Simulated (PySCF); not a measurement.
## Levels of Ni⁹⁺ from EOM-EA-GCCSD

Reference: closed-shell Ni¹⁰⁺, [Ar]; one electron is added. Calculated with PySCF 2.14, two-component X2C-1e with screened spin-orbit coupling, an uncontracted even-tempered set (20 s from 0.19 bohr⁻², ratio 2.6; 14 p from 0.25 bohr⁻², ratio 2.6; 6 d from 0.25 bohr⁻², ratio 2.8; 3 f from 8.4 bohr⁻², ratio 2.8); frozen [Ne]; the 60 highest virtual spinors dropped; of the others 50 kept and the rest restored at second order. No Breit or QED terms. Binding energies in eV.

```tsv
level	Koopmans	second order	EOM-CCSD
3d3/2	221.66	223.17	222.98
3d5/2	221.28	222.78	222.58
4s1/2	140.97	142.30	142.25
4p1/2	127.17	129.23	127.63
4p3/2	126.44	128.73	126.85
```

Electric-dipole lines between these computed levels:

```tsv
lower	upper	ΔE (eV)	vacuum wavelength (nm)
3d3/2	4p1/2	95.346	13.00
3d3/2	4p3/2	96.126	12.90
3d5/2	4p3/2	95.729	12.95
4s1/2	4p1/2	14.623	84.79
4s1/2	4p3/2	15.403	80.49
```

In EOM-CCSD the overlap with the one-orbital guess is low for 4p1/2 (weight 0.83), 4p3/2 (weight 0.76). That can mean mixing with two-particle, one-hole states, where second order and EOM-CCSD lose accuracy, or only a rotation among the degenerate components of the shell; the terms of those configurations are not listed.

Quantum defects δ = n − Z_c √(13.6057 eV / E) with Z_c = 10: 3d3/2 0.530, 3d5/2 0.528, 4s1/2 0.907, 4p1/2 0.735, 4p3/2 0.725.

For comparison, the ionisation energy of Ni⁹⁺ is 224.7 ± 0.5 eV (semi-empirical (NIST evaluation); NIST Atomic Spectra Database, ionization energies).

Where second order misses EOM-CCSD by more than 1 eV, it overshoots the relaxation and correlation of that hole or particle, which higher orders damp.
